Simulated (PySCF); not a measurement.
## Atomic charges by several schemes

Species: C7H11F3P (charge +1).
SMILES with atom numbers: `[CH2:1]=[CH:2][P@+:3]1([CH3:4])[CH2:5][CH2:6][C@H:7]1[C:8]([F:9])([F:10])[F:11]` (hydrogens: H12, H13 on C1; H14 on C2; H15, H16, H17 on C4; H18, H19 on C5; H20, H21 on C6; H22 on C7)

Structure used (GFN2-xTB), in Å, numbered top down from 1:
```xyz
22
C7H11F3P angstrom
C      2.996    0.756   -0.349
C      1.845    0.496   -0.954
P      0.449   -0.287   -0.149
C      0.767   -0.804    1.549
C     -0.528   -1.483   -1.146
C     -1.812   -0.639   -0.942
C     -1.129    0.643   -0.412
C     -1.670    1.280    0.853
F     -2.694    2.090    0.645
F     -0.681    1.988    1.434
F     -2.044    0.358    1.748
H      3.189    0.501    0.681
H      3.800    1.243   -0.876
H      1.665    0.759   -1.990
H      1.021    0.063    2.161
H     -0.122   -1.287    1.958
H      1.597   -1.513    1.549
H     -0.198   -1.514   -2.185
H     -0.569   -2.501   -0.764
H     -2.389   -0.481   -1.851
H     -2.473   -1.079   -0.195
H     -1.031    1.428   -1.167
```

Density: PBE0/pcSseg-1 (PySCF); schemes: Mulliken, IAO, Hirshfeld and ESP-fitted. Isolated species at its GFN2-xTB geometry (one conformer only).

Task: For which atoms does the sign change between the 4 schemes (beyond +0.03 e in one, beyond −0.03 e in another)?

Result: C6. Atomic charges aren't observables, and each scheme defines them in its own way.

Task: Which atoms carry the lowest charge in the Mulliken, IAO, Hirshfeld and ESP-fitted schemes?

Result: The schemes don't all agree: Mulliken C7 (-0.561); IAO C4 (-0.637); Hirshfeld C4 (-0.122); ESP-fitted C4 (-0.670).

Task: At which atom do the 4 schemes differ most?

Result: At P3: from +0.470 (Hirshfeld) to +1.176 e (IAO), 0.706 e apart.

Task: What partial charge does each atom carry?

Result: In e:

```
atom                     environment  Mulliken     IAO  Hirshfeld  ESP-fitted
  C1            terminal =CH2 carbon    -0.020  -0.204     -0.004      -0.125
  C2                alkene CH carbon    -0.397  -0.390     -0.076      -0.442
  P3          phosphonium phosphorus    +0.585  +1.176     +0.470      +0.799
  C4  sp3 carbon bound to phosphorus    -0.422  -0.637     -0.122      -0.670
  C5  sp3 carbon bound to phosphorus    -0.345  -0.460     -0.077      -0.387
  C6       four-membered-ring carbon    -0.109  -0.265     -0.051      +0.055
  C7  sp3 carbon bound to phosphorus    -0.561  -0.351     -0.073      -0.402
  C8                      CF3 carbon    +0.909  +0.811     +0.268      +0.508
  F9         fluorine of a CF3 group    -0.224  -0.244     -0.059      -0.126
 F10         fluorine of a CF3 group    -0.269  -0.287     -0.078      -0.171
 F11         fluorine of a CF3 group    -0.261  -0.278     -0.061      -0.154
 H12                vinylic hydrogen    +0.159  +0.176     +0.078      +0.169
 H13                vinylic hydrogen    +0.183  +0.204     +0.095      +0.203
 H14                vinylic hydrogen    +0.178  +0.192     +0.079      +0.247
 H15                 methyl hydrogen    +0.215  +0.207     +0.079      +0.250
 H16                 methyl hydrogen    +0.209  +0.210     +0.080      +0.247
 H17                 methyl hydrogen    +0.208  +0.200     +0.086      +0.247
 H18              methylene hydrogen    +0.194  +0.191     +0.077      +0.170
 H19              methylene hydrogen    +0.200  +0.190     +0.077      +0.175
 H20              methylene hydrogen    +0.188  +0.183     +0.074      +0.100
 H21              methylene hydrogen    +0.170  +0.177     +0.060      +0.089
 H22                methine hydrogen    +0.209  +0.201     +0.077      +0.218
```

Mean size of the charges over all atoms: IAO 0.329 e, Mulliken 0.282 e, ESP-fitted 0.271 e, Hirshfeld 0.100 e. Each set sums to the total charge, 1, to within 0.001 e. The Mulliken scheme counts on each atom the diagonal of the density matrix times the overlap matrix over that atom's basis functions. The IAO scheme counts the electrons in orthogonalised intrinsic atomic orbitals, a minimal basis polarised so that it spans the occupied orbitals exactly.

Task: Sum the charges by element, for elements with more than one atom.

Result: 
```json
{"element": "C", "atoms": "7", "Mulliken": "-0.944", "IAO": "-1.497", "Hirshfeld": "-0.135", "ESP-fitted": "-1.463"}
{"element": "F", "atoms": "3", "Mulliken": "-0.754", "IAO": "-0.809", "Hirshfeld": "-0.198", "ESP-fitted": "-0.451"}
{"element": "H", "atoms": "11", "Mulliken": "+2.113", "IAO": "+2.130", "Hirshfeld": "+0.863", "ESP-fitted": "+2.114"}
```

Task: How many electrons does the IAO scheme count on C5?

Result: Z − q = 6 − (-0.460) = 6.460.

Task: How closely do the schemes follow one another over all atoms?

Result: Correlation coefficient and root-mean-square difference: IAO with Hirshfeld 0.98, 0.281 e; IAO with ESP-fitted 0.95, 0.138 e; Mulliken with IAO 0.93, 0.154 e; Mulliken with ESP-fitted 0.92, 0.133 e; Hirshfeld with ESP-fitted 0.91, 0.216 e; Mulliken with Hirshfeld 0.88, 0.232 e.
